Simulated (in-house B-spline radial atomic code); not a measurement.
# The nitrogen ion N⁺: [He] 2s2 2p2

All numbers are computed (non-relativistic LDA PW92, spin-polarised, spherical fractional occupations; point nucleus) with a radial B-spline atomic code at the basis-set limit, not measured.

Effective charges: Z_r = [3n² - l(l+1)]/(2<r>) from the radius, Z_e = n√(-2ε) from the energy, and Slater's rules. Values are occupation-weighted means over spin.

```csv
shell,electrons,ε (eV),<r> (bohr),Z_r,Z_e,Slater
1s,2,-397.59,0.2313,6.49,5.41,6.70
2s,2,-31.726,1.259,4.76,3.05,4.25
2p,2,-22.116,1.248,4.01,2.55,4.25
```

The least bound orbital is 2p up at -22.12 eV, while the most diffuse is 2s down (<r> = 1.279 bohr against 1.248 bohr): energy order and size order differ.
